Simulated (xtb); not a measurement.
C2H6Bi, doublet, from a rough starting geometry (GFN-xTB shapes and energies of metal compounds can be far from the true ones) (the spin is typed, not shown lowest); GFN2-xTB in xtb.

Here is a job for xtb.
```
$ xtb mol.xyz --gfn 2 --uhf 1 --opt vtight --json

# file mol.xyz
9

Bi     0.99994033    -0.02608996     1.18937917
C      1.29400629     0.23975467    -1.04968183
H      1.93674039    -0.57879057    -1.46799981
H      1.71377357     1.18622656    -1.28654113
H      0.28428708     0.10680425    -1.48782196
C     -1.25296877    -0.16861033     1.09463725
H     -1.55324555    -1.01721774     0.37921331
H     -1.64410339     0.71912185     0.56872095
H     -1.69755219    -0.32818905     1.99926621
```

It wrote (shortened):

```
   ID    Z sym.   atoms
    1   83 Bi     1
    2    6 C      2, 6
    3    1 H      3-5, 7-9

           -------------------------------------------------
          |                Calculation Setup                |
           -------------------------------------------------

           -------------------------------------------------
          |                 G F N 2 - x T B                 |
           -------------------------------------------------

          ...................................................
          :                      SETUP                      :
          :.................................................:
          :  # basis functions                  18          :
          :  # atomic orbitals                  18          :
          :  # shells                           12          :
          :  # electrons                        19          :
          :  max. iterations                   250          :
          :  Hamiltonian                  GFN2-xTB          :
          :  restarted?                      false          :
          :  GBSA solvation                  false          :
          :  PC potential                    false          :
          :  electronic temp.          300.0000000     K    :
          :  accuracy                    1.0000000          :
          :  -> integral cutoff          0.2500000E+02      :
          :  -> integral neglect         0.1000000E-07      :
          :  -> SCF convergence          0.1000000E-05 Eh   :
          :  -> wf. convergence          0.1000000E-03 e    :
          :  Broyden damping             0.4000000          :
          :  net charge                          0          :
          :  unpaired electrons                  1          :
          ...................................................

 iter      E             dE          RMSdq      gap      omega  full diag
   1     -9.6774360 -0.967744E+01  0.439E+00    5.75       0.0  T
   2     -9.7335349 -0.560989E-01  0.404E+00    4.85       1.0  T
   3     -9.7551948 -0.216599E-01  0.153E+00    5.01       1.0  T
   4     -9.7561310 -0.936154E-03  0.249E-01    4.98       1.0  T
   5     -9.7562093 -0.782955E-04  0.104E-01    4.96       1.0  T
   6     -9.7562136 -0.428474E-05  0.408E-02    4.96       1.0  T
   7     -9.7562145 -0.975588E-06  0.168E-02    4.96       2.0  T
   8     -9.7562146 -0.447732E-07  0.224E-03    4.96      14.9  T
   9     -9.7562146 -0.120008E-08  0.470E-04    4.96      70.9  T
[...]
 * total energy  :    -9.6458690 Eh     change       -0.4778400E-11 Eh
 * total energy  :    -9.6523977 Eh     change       -0.6528701E-02 Eh
 * total energy  :    -9.6526201 Eh     change       -0.2224106E-03 Eh
 * total energy  :    -9.6541540 Eh     change       -0.1533922E-02 Eh
 * total energy  :    -9.6541605 Eh     change       -0.6421328E-05 Eh
 * total energy  :    -9.6541656 Eh     change       -0.5137344E-05 Eh
 * total energy  :    -9.6541677 Eh     change       -0.2102012E-05 Eh
 * total energy  :    -9.6541681 Eh     change       -0.3552854E-06 Eh
 * total energy  :    -9.6541690 Eh     change       -0.8960189E-06 Eh
 * total energy  :    -9.6541690 Eh     change        0.1017543E-07 Eh
 * total energy  :    -9.6541692 Eh     change       -0.2561027E-06 Eh
 * total energy  :    -9.6541693 Eh     change       -0.8732637E-07 Eh
   *** GEOMETRY OPTIMIZATION CONVERGED AFTER 12 ITERATIONS ***
         :: total energy              -9.654169293714 Eh    ::
[...]
     3   1 H        0.927     0.018     2.760     2.598
     4   1 H        0.927     0.019     2.750     2.593
     5   1 H        0.928     0.028     2.616     2.529
     6   6 C        3.661    -0.181    24.362     7.081
     7   1 H        0.928     0.024     2.674     2.557
     8   1 H        0.928     0.024     2.670     2.555
     9   1 H        0.927     0.016     2.801     2.617

 Mol. C6AA /au·bohr⁶  :       1730.821150
 Mol. C8AA /au·bohr⁸  :     119466.010351
 Mol. α(0) /au        :         73.190165

Wiberg/Mayer (AO) data.
largest (>0.10) Wiberg bond orders for each atom

 ---------------------------------------------------------------------------
     #   Z sym  total        # sym  WBO       # sym  WBO       # sym  WBO
 ---------------------------------------------------------------------------
     1  83 Bi   2.013 --     6 C    0.989     2 C    0.987
     2   6 C    3.974 --     5 H    0.993     3 H    0.991     4 H    0.990
                             1 Bi   0.987
     3   1 H    1.000 --     2 C    0.991
     4   1 H    1.000 --     2 C    0.990
     5   1 H    0.999 --     2 C    0.993
     6   6 C    3.974 --     9 H    0.995     7 H    0.989     8 H    0.989
                             1 Bi   0.989
     7   1 H    0.999 --     6 C    0.989
     8   1 H    0.999 --     6 C    0.989
     9   1 H    1.000 --     6 C    0.995
 ---------------------------------------------------------------------------

Topologies differ in total number of bonds
Writing topology from bond orders to xtbtopo.mol

molecular dipole:
                 x           y           z       tot (Debye)
 q only:        0.392      -0.023       0.473
   full:        0.290      -0.017       0.351       1.159
molecular quadrupole (traceless):
                xx          xy          yy          xz          yz          zz
 q only:       -0.550      -0.341       0.006       3.042       0.172       0.544
  q+dip:       -0.315      -0.232      -0.132       2.210       0.102       0.447
   full:       -0.133      -0.174      -0.402       1.943       0.047       0.535

optimized geometry written to: xtbopt.xyz

           -------------------------------------------------
          | TOTAL ENERGY               -9.654169293714 Eh   |
          | GRADIENT NORM               0.000153021690 Eh/α |
          | HOMO-LUMO GAP               4.616630188392 eV   |
           -------------------------------------------------

normal termination of xtb
```
